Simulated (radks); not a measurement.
Species: S13+. Configuration: [He] 2s1 (the NIST ground configuration). Calculated with a radial shooting solver on a logarithmic mesh with Libxc functionals: scalar-relativistic Kohn-Sham, BLYP, spin-polarised, spherical densities, finite nucleus; open shells are filled with parallel spins first; Fermi nuclear charge, rms radius 3.2611 fm.

Normalised radial functions P(r) = r R(r), r in bohr:

r	1s up	2s up
0.009067	0.9975	0.3290
0.01099	1.1705	0.3855
0.01331	1.3647	0.4486
0.01613	1.5787	0.5174
0.01954	1.8090	0.5903
0.02368	2.0492	0.6644
0.02869	2.2895	0.7348
0.03505	2.5243	0.7971
0.04246	2.7156	0.8365
0.05145	2.8505	0.8436
0.06234	2.9048	0.8042
0.07554	2.8564	0.7027
0.09153	2.6905	0.5254
0.1109	2.4062	0.2639
0.1344	2.0214	-0.0793
0.1641	1.5555	-0.5025
0.1989	1.1017	-0.9296
0.241	0.6989	-1.3152
0.292	0.3883	-1.5866
0.3538	0.1835	-1.6768
0.4286	0.0713	-1.5576
0.5194	0.0218	-1.2607
0.6293	0.0050	-0.8741
0.7686	0.0007	-0.4932
0.9314	0.0001	-0.2294
1.128	0.0000	-0.0829
1.367	0.0000	-0.0221

1s up: eigenvalue -3047.9 eV, 0 radial nodes, <r> = 0.0959 bohr, 90 % of the charge inside 0.171 bohr. 2s up: eigenvalue -685.42 eV, 1 radial node at r = 0.129 bohr, <r> = 0.404 bohr, 90 % of the charge inside 0.617 bohr.
